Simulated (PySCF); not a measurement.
## Calculated data, CH₂AlB, AlH₃NO

Calculation on a computer-drawn molecule: optimised geometry and harmonic frequencies of an isolated molecule of the commonest isotopes, restricted reference for singlets and unrestricted otherwise, frozen core in MP2. Program: PySCF 2.14.0.

Common to all runs: charge 0; basis cc-pV(D+d)Z.

```json
{"entry": 1, "formula": "CH2AlB", "start_structure": {"atoms_angstrom": [["C", 1.2488, -0.5586, -1.3905], ["B", 1.6006, -1.2245, -0.2131], ["Al", 2.1594, -2.2824, 1.6577], ["H", 0.3723, -0.8308, -1.973], ["H", 1.8323, 0.2679, -1.7883]]}, "given": {"multiplicity": 1, "method": "MP2", "drawn_bonds_atom": [1, 2, 1, 1], "drawn_bonds_other_atom": [2, 3, 4, 5], "drawn_bonds_order": [2, 1, 1, 1]}, "results": {"optimised_atom_element": ["C", "B", "Al", "H", "H"], "optimised_atom_x [angstrom]": [1.247, 1.604, 2.162, 0.3605, 1.839], "optimised_atom_y [angstrom]": [-0.5558, -1.231, -2.288, -0.8337, 0.2794], "optimised_atom_z [angstrom]": [-1.395, -0.2021, 1.667, -1.982, -1.795], "modes_frequency [cm^-1]": [141.0, 146.1, 400.8, 488.4, 703.3, 1261, 1509, 3169, 3259], "modes_reduced_mass [dalton]": [5.453, 2.407, 9.01, 1.652, 1.318, 1.21, 4.541, 1.062, 1.108], "rotational_constants [GHz]": [289.8, 3.717, 3.67], "total_energy [hartree]": -305.7881, "convergence_status_largest_gradient_component [hartree/bohr]": 1.245e-05}}
{"entry": 2, "formula": "AlH3NO", "start_structure": {"atoms_angstrom": [["N", 1.0991, 1.1847, 3.792], ["Al", 1.1437, -0.4249, 3.1128], ["O", 0.197, -1.6641, 2.4858], ["H", 1.8517, 1.774, 4.059], ["H", 0.2183, 1.8172, 3.8457], ["H", -0.4475, -2.2627, 2.1357]]}, "given": {"multiplicity": 2, "method": "HF", "drawn_bonds_atom": [1, 2, 1, 1, 3], "drawn_bonds_other_atom": [2, 3, 4, 5, 6], "drawn_bonds_order": [1, 1, 1, 1, 1]}, "results": {"optimised_atom_element": ["N", "Al", "O", "H", "H", "H"], "optimised_atom_x [angstrom]": [1.024, 1.516, 0.3557, 1.652, 0.08967, -0.5744], "optimised_atom_y [angstrom]": [1.041, -0.5701, -1.65, 1.731, 1.409, -1.537], "optimised_atom_z [angstrom]": [3.669, 3.125, 2.523, 4.035, 3.661, 2.418], "modes_frequency [cm^-1]": [235.5, 274.2, 376.4, 406.1, 550.5, 676.4, 801.1, 907.3, 1668, 3767, 3853, 4213], "modes_reduced_mass [dalton]": [2.956, 1.059, 1.241, 1.227, 1.227, 1.555, 4.059, 7.295, 1.11, 1.052, 1.093, 1.068], "rotational_constants [GHz]": [35.2, 6.425, 5.433], "total_energy [hartree]": -373.0472, "spin_squared": 0.7521, "convergence_status_largest_gradient_component [hartree/bohr]": 2.755e-05}}
```
